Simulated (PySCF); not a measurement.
Species: C2H12N2OSi3.
SMILES with atom numbers: `[NH2:1][Si@H:2]1[CH2:3][O:4][SiH2:5][CH2:6][SiH2:7][NH:8]1`

NICS = −σ at a ghost point: NICS(0) at the centroid of the ring atoms, NICS(1) 1 Å to either side along the normal of their mean plane, zz for the tensor component along that normal. Level: GIAO PBE0/pcSseg-1 (PySCF, non-relativistic, gas phase) on the GFN2-xTB geometry, one conformer.

Ring bond lengths (Å), with Mayer bond orders in brackets: Si2–C3 1.912 (0.87), C3–O4 1.407 (0.85), O4–Si5 1.610 (0.99), Si5–C6 1.903 (0.87), C6–Si7 1.889 (0.91), Si7–N8 1.738 (0.94), N8–Si2 1.724 (0.97).

**Question.** What do the NICS probes read (ppm)?

**Answer.** 
```tsv
ring	type	NICS(0)	NICS(1), two faces	NICS(1)zz, two faces	rms pucker (Å)	centre to ring atoms, mean (Å)
Si2–C3–O4–Si5–C6–Si7–N8	7-membered ring with N, O and 3 Si; formal bonds all single	-1.6	-1.9 / -1.0	3.0 / 5.0	0.43	1.88
```

**Question.** What do they say, and how far can they be read as aromaticity?

**Answer.** 
- Si2–C3–O4–Si5–C6–Si7–N8: mean NICS(1)zz 4.0 ppm, deshielded. Si2, C3, Si5, C6, Si7 have four or more neighbours; no verdict on aromaticity is drawn.

**Question.** How shielded are the nuclei of the rings and their hydrogens (means over atoms taken as equivalent)?

**Answer.** 
```csv
atoms,environment,σ isotropic (ppm),"principal values of the symmetric part, first atom (ppm)"
Si2,SiH silicon,374.0,"343.4, 372.9, 405.8"
C3,sp3 carbon bound to oxygen,125.9,"95.9, 110.8, 170.9"
O4,silyl ether oxygen,331.5,"257.6, 350.5, 386.4"
Si5,oxygen-bound silicon,368.2,"308.2, 362.3, 434.1"
C6,sp3 carbon bound to silicon,185.7,"168.0, 188.4, 200.8"
Si7,SiH2 silicon,383.3,"354.3, 367.7, 428.0"
N8,nitrogen bridging silicon atoms,247.7,"210.0, 246.0, 287.1"
H on Si2,Si–H hydrogen,26.22,"22.8, 25.0, 30.9"
H on C3,methylene hydrogen,27.87,"22.8, 27.6, 33.2"
H on C3,methylene hydrogen,28.09,"23.4, 27.7, 33.1"
H on Si5,Si–H hydrogen,26.69,"22.4, 25.1, 32.5"
H on Si5,Si–H hydrogen,26.36,"22.3, 24.8, 31.9"
H on C6,methylene hydrogen,32.03,"27.4, 28.0, 40.7"
H on C6,methylene hydrogen,30.99,"27.5, 28.8, 36.7"
```

The list is cut; further classes of hydrogen are left out.
